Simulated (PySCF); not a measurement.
**Shifts of the heteroatoms**

Molfile (atoms numbered from 1):
```
C6H12N2OSi
     RDKit          3D

 22 22  0  0  0  0  0  0  0  0999 V2000
    3.9594    0.1153    0.0298 C   0  0  0  0  0  0  0  0  0  0  0  0
    2.5678    0.5394   -0.2294 C   0  0  0  0  0  0  0  0  0  0  0  0
    2.1703    1.6140   -0.8268 N   0  0  0  0  0  0  0  0  0  0  0  0
    0.8215    1.5776   -0.8488 N   0  0  0  0  0  0  0  0  0  0  0  0
    0.4476    0.4852   -0.2652 C   0  0  0  0  0  0  0  0  0  0  0  0
   -1.3186   -0.1227    0.0297 Si  0  0  0  0  0  4  0  0  0  0  0  0
   -1.2090   -1.9857    0.4190 C   0  0  0  0  0  0  0  0  0  0  0  0
   -2.0089    0.8562    1.5121 C   0  0  0  0  0  0  0  0  0  0  0  0
   -2.3105    0.2156   -1.5567 C   0  0  0  0  0  0  0  0  0  0  0  0
    1.5232   -0.2266    0.1579 O   0  0  0  0  0  0  0  0  0  0  0  0
    4.6332    0.8839   -0.3346 H   0  0  0  0  0  0  0  0  0  0  0  0
    4.1133   -0.0373    1.0969 H   0  0  0  0  0  0  0  0  0  0  0  0
    4.1629   -0.8237   -0.4837 H   0  0  0  0  0  0  0  0  0  0  0  0
   -0.6080   -2.1733    1.3041 H   0  0  0  0  0  0  0  0  0  0  0  0
   -0.7607   -2.5384   -0.4020 H   0  0  0  0  0  0  0  0  0  0  0  0
   -2.1941   -2.4059    0.5976 H   0  0  0  0  0  0  0  0  0  0  0  0
   -1.4226    0.6902    2.4118 H   0  0  0  0  0  0  0  0  0  0  0  0
   -2.0023    1.9229    1.3084 H   0  0  0  0  0  0  0  0  0  0  0  0
   -3.0324    0.5670    1.7297 H   0  0  0  0  0  0  0  0  0  0  0  0
   -2.1842    1.2461   -1.8729 H   0  0  0  0  0  0  0  0  0  0  0  0
   -3.3704    0.0400   -1.4020 H   0  0  0  0  0  0  0  0  0  0  0  0
   -1.9881   -0.4204   -2.3759 H   0  0  0  0  0  0  0  0  0  0  0  0
  1  2  1  0
  2  3  2  0
  3  4  1  0
  4  5  2  0
  5  6  1  0
  6  7  1  0
  6  8  1  0
  6  9  1  0
  5 10  1  0
 10  2  1  0
  1 11  1  0
  1 12  1  0
  1 13  1  0
  7 14  1  0
  7 15  1  0
  7 16  1  0
  8 17  1  0
  8 18  1  0
  8 19  1  0
  9 20  1  0
  9 21  1  0
  9 22  1  0
M  END
```

All values are calculated (PySCF): σ from GIAO-PBE0/pcSseg-1, coordinates at the GFN2-xTB level. One conformer, isolated molecule, non-relativistic Hamiltonian, one averaged value for each set of equivalent atoms.

Q: What are the 29Si shifts?

A: 
| atoms | environment | σ (ppm) | δ (ppm) |
| --- | --- | --- | --- |
| Si6 | silicon bonded to 4 C | 359.5 | -15.5 |

Shieldings were converted by a linear fit to measured shifts: 29Si (scatter 8.9 ppm rms, 25.8 ppm with the 6 outliers that the fit left out vs TMS, solution or neat liquid). Occasional misses reach two or three times the rms, and more in compound classes unlike the fitted ones.

On a 400 MHz spectrometer 29Si resonates near 79.5 MHz, so 1 ppm is 79.5 Hz.

Q: Predict the 15N NMR data.

A: 
| atoms | environment | σ (ppm) | δ (ppm) |
| --- | --- | --- | --- |
| N4 | pyridine-type nitrogen of an azole | -104.0 | -52.2 |
| N3 | pyridine-type nitrogen of an azole | -78.7 | -75.5 |

Shieldings were converted by a linear fit to measured shifts: 15N (scatter 6.3 ppm rms vs CH3NO2, solution or neat liquid). A few per cent of atoms miss by over 2 rms, more outside the fitted compound classes.

On a 300 MHz spectrometer 15N resonates near 30.4 MHz, so 1 ppm is 30.4 Hz.

Q: Where does 17O resonate?

A: 
```json
{"atoms": "O10", "environment": "aromatic ring oxygen", "σ (ppm)": "-12.6", "δ (ppm)": "278.2"}
```

Shieldings were converted by a linear fit to measured shifts: 17O: δ = 266.70 − 0.911σ (rms 10.7 ppm, 155 shifts, 12.2 ppm with the 3 outliers that the fit left out vs liquid water, solution or neat liquid). A few per cent of atoms miss by over 2 rms, more outside the fitted compound classes.

On a 500 MHz spectrometer 17O resonates near 67.8 MHz, so 1 ppm is 67.8 Hz.
